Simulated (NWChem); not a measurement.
**Ionisation of trisilane (H8Si3)**

```xyz
11

Si    -1.9513    -0.0884     0.4230
Si     0.0000     0.0000    -0.8995
Si     1.9513     0.0884     0.4230
H     -3.1721    -0.1371    -0.4352
H     -1.9266    -1.3039     1.2899
H     -2.0302     1.1179     1.2996
H     -0.0545     1.2078    -1.7801
H      0.0545    -1.2078    -1.7801
H      2.0302    -1.1179     1.2996
H      1.9266     1.3039     1.2899
H      3.1721     0.1371    -0.4352
```
Charge 0, spin multiplicity 1.

Program: NWChem. All single points use one geometry, from B3LYP/def2-SVP, a minimum by its harmonic frequencies.

Basis set: def2-TZVP. The species with one electron less has spin multiplicity 2 and keeps the geometry of the parent. Δ marks differences of total energies (open shells unrestricted). −ε marks an orbital energy of the parent. That orbital need not have the symmetry of the hole or added electron in the Δ rows.

B3LYP has NWChem's definition, with VWN1-RPA local correlation. The stability of the SCF solutions was not checked.

Q: One of these methods gave a first vertical ionisation energy of 10.47 eV. Which?
(A) ΔB3LYP
(B) −ε(HOMO) of HF
(C) −ε(HOMO) of PBE
(D) −ε(HOMO) of B3LYP

A: B, −ε(HOMO) of HF. The others give 7.82 (−ε(HOMO) of B3LYP), 6.97 (−ε(HOMO) of PBE), 9.84 (ΔB3LYP).
